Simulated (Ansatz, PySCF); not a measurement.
This singlet lies 1.87 eV below the relaxed triplet at the level frozen-core CCSD(T)/cc-pVTZ // PBE0-D3(BJ)/def2-SVP (Ansatz, a quantum-chemistry and plane-wave program).

```xyz
6

C     -0.5480    -0.0609    -0.0287
Si     1.1809    -0.8111    -0.2269
F      2.0520     0.5180     0.1950
H     -1.3557    -0.7712    -0.2628
H     -0.6804     0.3016     1.0071
H     -0.6488     0.8237    -0.6837
```

Charge 0, multiplicity 1.

**Question.** Give the Mulliken and meta-Löwdin atomic charges from PySCF with ωB97X-D3(BJ)/def2-TZVP // PBE0-D3(BJ)/def2-SVP.

**Answer.** 
| atom | Mulliken (e) | meta-Löwdin (e) |
|---|---|---|
| C1 | -0.47 | -0.61 |
| Si2 | 0.41 | 0.73 |
| F3 | -0.32 | -0.49 |
| H4 | 0.12 | 0.12 |
| H5 | 0.13 | 0.13 |
| H6 | 0.13 | 0.13 |
